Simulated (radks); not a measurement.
Values are calculated unless marked as measured or tabulated.
The praseodymium anion Pr- inside a hard spherical wall (all orbitals vanish at R), configuration held at [Xe] 4f4 6s2 and not refilled when levels cross. Level of theory: scalar-relativistic Kohn-Sham, r2SCAN, spin-polarised, spherical densities, finite nucleus; open shells are filled with parallel spins first (spin-orbit coupling, left out, can overturn this in heavy ions); meta-GGA in the generalised Kohn-Sham scheme; Fermi nuclear charge, rms radius 4.8919 fm (a radial shooting solver on a logarithmic mesh with Libxc functionals). Eigenvalues in eV for spin up, with the zero of energy where the potential of the charges vanishes at infinity; a dash marks a level that is unbound or too diffuse for the functional's potential to be trusted. A positive occupied level is held by the wall or, in an anion where self-interaction has pushed it up, behind a barrier. The pressure on the wall is -dE/dV.

R (bohr)  E (hartree)  kinetic (hartree)    e(5s)    e(5p)   e(6s)  e(6p, empty)  e(5d, empty)   e(4f)  pressure (GPa)
15         -9237.9129           9811.046  -35.900  -17.967  -0.058             -             -   3.512          0.0542
12         -9237.8924           9811.048  -34.665  -16.799   0.547             -             -   4.795           0.155
10         -9237.8646           9811.101  -33.357  -15.551   1.265             -             -   6.126           0.477
8          -9237.7945           9811.276  -31.253  -13.548   2.770         5.332         5.084   8.270            2.11
7          -9237.7156           9811.477  -29.707  -12.096   4.216         7.424         6.428   9.883            5.11
6          -9237.5615           9811.889  -27.660  -10.205   6.762        11.124         8.431  12.086            14.1
3.5        -9234.9196           9820.750  -14.161    2.980  39.675        53.300        26.192  28.266             692
1.5        -9143.8467          10082.302   188.94   234.24  607.30        654.81        304.39  179.01          251000
